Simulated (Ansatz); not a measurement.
Basis-set series for CHNSe, SMILES `N=C=[Se]`. Charge 0, multiplicity 1. The geometry is a stationary point of PBE0-D4/def2-TZVP. It is one conformer, not always the lowest.

| functional | basis | functions | energy (Eh) | HOMO (eV) | LUMO (eV) |
| --- | --- | --- | --- | --- | --- |
| PBE0-D4 | def2-SVP | 65 | -2494.23690 | -6.97 | -1.01 |
| PBE0-D4 | def2-QZVPP | 233 | -2494.69331 | -7.14 | -1.27 |
| ωB97M-V | def2-SVP | 65 | -2494.46010 | -8.96 | 1.14 |
| ωB97M-V | def2-QZVPP | 233 | -2494.91722 | -9.16 | 0.75 |

Question: Give the rows for def2-TZVPP. (Best estimate.)

Answer: The calculation gave: 
```
functional       basis  functions  energy (Eh)  HOMO (eV)  LUMO (eV)
   PBE0-D4  def2-TZVPP        124  -2494.63805      -7.12      -1.22
   ωB97M-V  def2-TZVPP        124  -2494.86402      -9.14       0.85
```

Positive LUMOs are unbound and depend on the basis. Scalar relativity is left out up to krypton.

Computed with Ansatz.
